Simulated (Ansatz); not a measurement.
Reaction (formal exchange of groups at a Ge–H bond): `[GeH3][O][GeH3]` + `C/C=C(\N)F` → `[F][GeH2][O][GeH3]` + `C/C=C/N`

Calculated with Ansatz (gas phase, PBE0-D4/def2-TZVP geometries, no zero-point term in ΔE). CBS: MP2 limit from def2 TZ/QZ plus the TZ coupled-cluster correction, frozen cores. Double bonds are as drawn, so ΔE can hold a change between cis and trans. DFT in def2-TZVPP. B3LYP here is the variant with VWN-RPA as its local correlation; programs differ in this. For Ge outer-core shells are correlated without core-valence functions, which leaves a few kJ/mol of doubt a bond. Scalar relativity is left out up to krypton. Each species was taken in one conformer, which may not be the lowest.

`[GeH3][O][GeH3]`:

Cartesian coordinates in Å:
```
Ge 0.026 0.575 1.483
O -0.453 0.663 -0.222
Ge -0.078 -0.498 -1.509
H -0.552 -0.710 2.108
H -0.560 1.828 2.144
H 1.565 0.559 1.578
H -0.733 0.062 -2.777
H -0.665 -1.875 -1.138
H 1.451 -0.604 -1.668
```

`C/C=C(\N)F`:

Cartesian coordinates in Å:
```
C 0.679 -0.150 1.295
C -0.169 -0.819 0.267
C -0.623 -0.233 -0.835
N -0.532 1.080 -1.238
F -1.348 -0.935 -1.720
H 1.460 -0.825 1.654
H 1.185 0.737 0.904
H 0.102 0.166 2.171
H -0.473 -1.847 0.424
H -0.385 1.190 -2.231
H 0.105 1.636 -0.690
```

`[F][GeH2][O][GeH3]`:

```xyz
9

F    -1.753   -0.983    1.046
Ge   -1.165   -0.903   -0.592
O    -0.128    0.501   -0.683
Ge    1.187    0.969    0.427
H    -2.370   -0.668   -1.503
H    -0.377   -2.202   -0.806
H     0.588    1.798    1.571
H     2.158    1.797   -0.424
H     1.860   -0.308    0.964
```

`C/C=C/N`:

Z-matrix (Å, degrees):
```
C
C 1 1.491
H 1 1.095 2 111.8
H 1 1.093 2 111.1 3 120.3
H 1 1.096 2 111.9 3 -119.6
C 2 1.332 1 123.9 3 -122.5
H 2 1.089 1 117.3 3 58.7
N 6 1.389 2 126.6 1 -174.5
H 6 1.088 2 119.6 1 1.1
H 8 1.009 6 114.6 2 -16.9
H 8 1.007 6 114.7 2 -147.8
```

```
             level  ΔE (kcal/mol)  difference from CCSD(T)/CBS
            PBE-D4          -29.8                          3.9
         r2SCAN-D4          -31.2                          2.5
           PBE0-D4          -30.2                          3.5
          B3LYP-D4          -31.8                          1.9
           ωB97X-V          -31.5                          2.2
            B2PLYP          -33.4                          0.3
              PBE0          -30.4                          3.3
     HF/def2-TZVPP          -34.2                         -0.5
    MP2/def2-TZVPP          -34.8                         -1.1
SCS-MP2/def2-TZVPP          -34.8                         -1.1
CCSD(T)/def2-TZVPP          -33.1                          0.6
     HF/def2-QZVPP          -34.7                         -1.0
    MP2/def2-QZVPP          -35.3                         -1.6
SCS-MP2/def2-QZVPP          -35.4                         -1.7
      HF/CBS(def2)          -34.7                         -1.0
    CCSD/CBS(def2)          -33.9                         -0.2
       CCSD(T)/CBS          -33.7                            0
```

Largest T1 diagnostic among the species: 0.012.
